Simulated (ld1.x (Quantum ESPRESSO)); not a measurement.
## F: excitation energies, all-electron against ultrasoft

ld1.x (Quantum ESPRESSO) 7.5 input, shortened:

```
&input
   title='F', zed=9., rel=0, dft='PZ', iswitch=3,
   config='[He] 2s2 2p5 3d-2'
 /
 &inputp
   pseudotype=3, tm=.true., lloc=-1, rcloc=0.80,
   nlcc=.false.,
   which_augfun='PSQ', rmatch_augfun=0.60
 /
6
2S  1  0   2.00   0.00  0.75  0.80  0.0
2S  1  0   0.00   1.55  0.75  0.80  0.0
2P  2  1   5.00   0.00  0.85  1.20  0.0
2P  2  1   0.00   4.15  0.85  1.20  0.0
3D  3  2  -2.00  -0.15  0.95  1.05  0.0
3D  3  2  -2.00   2.30  0.95  1.05  0.0
 &test
   configts(1)='2s2 2p5'
 /
```

Energies are relative to the spin-unpolarised reference configuration 2s2 2p5; without spin polarisation the order of configurations can differ from experiment. Spin-polarised rows fill each open shell by Hund’s rule, majority spin first.

```csv
valence configuration,charge,ΔE all-electron (eV),error AE − PS (meV)
2s2 2p4,+1,19.566,+54
2s2 2p2,+3,118.826,+450
2s2 2p5.3,-0.3,-2.729,+4.1
2s1 2p5,+1,38.127,+28
2s2 2p1,+4,204.689,+623
2s2 2p4.5,+0.5,7.636,+13
2s2 2p5 (spin-polarised),0,-0.379,+40
2s2 2p4 (spin-polarised),+1,17.734,+268
```

What are ΔE and the potential's error for 2s2 2p3?

ΔE = 58.089 eV all-electron; the error (AE − PS) is +219 meV.

Levels in the configuration 2s2 2p1:

```
level  all-electron (eV)  pseudo (eV)
   2s           -116.054     -115.694
   2p            -99.322      -99.225
```
